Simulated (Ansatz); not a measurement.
C2H7FSSi can be A, `CC(S)[SiH2]F`, or B, `C[Si](C)(F)S`.

Computed with Ansatz on PBE0-D4/def2-TZVP structures; ΔE is electronic, products minus reactants. CCSD(T)/CBS is the MP2 limit (def2-TZVPP, def2-QZVPP) plus CCSD(T) − MP2 in def2-TZVPP, frozen cores. DFT in def2-TZVPP. B3LYP here is the variant with VWN-RPA as its local correlation; programs differ in this. One conformer a species, not always the lowest.

A:

```xyz
12

C     0.597   -0.804    1.098
C     0.271    0.464    0.331
S    -1.178    1.367    0.971
Si   -0.131    0.269   -1.483
F     1.011   -0.579   -2.230
H     0.747   -0.595    2.160
H    -0.212   -1.534    1.013
H     1.505   -1.267    0.701
H     1.083    1.192    0.432
H    -2.078    0.390    0.763
H    -1.398   -0.494   -1.613
H    -0.215    1.591   -2.142
```

B:

```xyz
12

C     1.291    0.828    0.548
Si   -0.462    0.318    0.227
C    -0.628   -1.502   -0.081
F    -1.343    0.697    1.511
S    -1.355    1.477   -1.338
H     1.917    0.639   -0.328
H     1.346    1.894    0.779
H     1.708    0.267    1.389
H    -0.086   -1.793   -0.985
H    -1.676   -1.776   -0.212
H    -0.219   -2.074    0.757
H    -0.494    1.025   -2.266
```

Question: Which isomer does CCSD(T)/CBS put lower? Give the gap. (Estimate.)

Answer: Ansatz gave: B, by 171.0 kJ/mol.

Question: Give E(B) − E(A) in kJ/mol with PBE0-D4, B3LYP, LDA (SPW92), B2PLYP, CCSD(T)/def2-TZVPP, PBE-D4, ωB97M-V. (An estimate is asked.)

Answer: Ansatz gave: PBE0-D4 -173.7, B3LYP -172.1, LDA (SPW92) -165.0, B2PLYP -171.8, CCSD(T)/def2-TZVPP -168.6, PBE-D4 -169.4, ωB97M-V -174.4. None reverses the order clearly.

Question: Does the order hold for the free energy at 298.15 K (harmonic terms from PBE0-D4)? (Estimate.)

Answer: Ansatz gave: Yes: G(B) − G(A) = -171.2 kJ/mol, for one conformer each.

Largest T1 diagnostic: 0.011.

From PBE to PBE0 (25 % exact exchange), in def2-TZVPP and without D4, E(B) − E(A) moves by −4.1 kJ/mol. Leaving LDA and LC-ωPBE aside and taking each functional with its dispersion term where it has one, the values, not all of them listed here, spread over 17.4 kJ/mol, from B97M-V to BLYP-D4. LDA lies +4.9 kJ/mol from PBE without D4.
